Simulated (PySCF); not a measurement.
# What a mistake does to a calculation on ClGeH4Si

All numbers below are calculated, not measured. They come from PySCF 2.14.0, an open-source quantum chemistry program, on an isolated molecule that a program drew, which may never have been made. The molecule is ClGeH4Si (charge 0, doublet), drawn as the SMILES string `Cl[SiH][GeH3]`.

Each row is a Hartree-Fock (HF) and frozen-core CCSD(T) single point in the cc-pV(D+d)Z basis, meant for a local HF minimum. Run 1 is clean. Each other run has one planted mistake out of seven kinds, and not every kind appears here: one electron removed, one electron added, multiplicity raised by two, geometry at a saddle point, minimal basis STO-3G, one bond length entered in bohr, all coordinates scaled. The reference is restricted for singlets and unrestricted otherwise, and also for a bond in bohr. Adding or removing an electron swaps singlet and doublet. Electrons count all cores. HOMO and LUMO are orbital energies over both spins, the gradient is its largest component, and the lowest frequency (negative if imaginary) is given only where the gradient is small. Bond lengths are over the 6 bonds as drawn. T1 is the CCSD diagnostic: over 0.02 (restricted) or 0.045 (unrestricted) a single reference is doubtful. Germanium has the cc-pVDZ-PP basis, with a core potential (ECP10MDF) in place of its 10 inner electrons, and its 3s, 3p and 3d shells are frozen in CCSD(T).

Geometry of the clean run:
```xyz
7
ClGeH4Si, angstrom
Cl   -2.3047    1.5503   -1.3664
Si   -1.1192   -0.1654   -1.2776
Ge    1.1098    0.4021   -0.5712
H    -1.7995   -1.1116   -0.3642
H     1.9452   -0.8807   -0.5099
H     1.0952    1.0632    0.8101
H     1.7287    1.3612   -1.5887
```

| run | electrons | basis functions | <S^2> | HOMO (eV) | LUMO (eV) | gradient (hartree/bohr) | lowest frequency (cm^-1) | mean bond (Å) | longest bond (Å) | T1 | HF (hartree) | CCSD(T) (hartree) | mistake |
|---|---|---|---|---|---|---|---|---|---|---|---|---|---|
| 1 | 67 | 89 | 0.757 | -8.99 | 0.79 | 1.8e-05 | 89 | 1.7611 | 2.406 | 0.0136 | -1044.15677 | -1044.53383 | no fault |
| 2 | 67 | 89 | 0.757 | -9.22 | 0.35 | 2.8e-02 | - | 1.8721 | 2.558 | 0.0146 | -1044.13723 | -1044.51826 | all coordinates scaled |
| 3 | 67 | 89 | 1.611 | -9.05 | 0.55 | 6.9e-03 | - | 1.9883 | 2.895 | 0.0414 | -1044.05594 | -1044.41996 | one bond length entered in bohr |
| 4 | 66 | 89 | 0.000 | -16.91 | -7.02 | 4.8e-02 | - | 1.7611 | 2.406 | 0.0195 | -1043.86090 | -1044.23970 | ? |
| 5 | 67 | 89 | 3.762 | -4.56 | -2.65 | 3.8e-02 | - | 1.7611 | 2.406 | 0.0392 | -1043.93126 | -1044.30932 | ? |

**Which mistake was planted in run 4, and what did it cost?**

It counts 66 electrons, one fewer than the clean run, at the same geometry and basis. So the mistake is: one electron removed. Subtracting run 1 and multiplying by 627.51 kcal/mol a hartree, the energy moved by 185.7 kcal/mol in HF and 184.6 kcal/mol in CCSD(T).

**Which mistake was planted in run 5, and what did it cost?**

Electrons, basis and geometry are unchanged, and <S^2> is 3.762, beside S(S+1) = 3.75 for a multiplicity of 4. So the mistake is: multiplicity raised by two. Subtracting run 1 and multiplying by 627.51 kcal/mol a hartree, the energy moved by 141.5 kcal/mol in HF and 140.9 kcal/mol in CCSD(T).

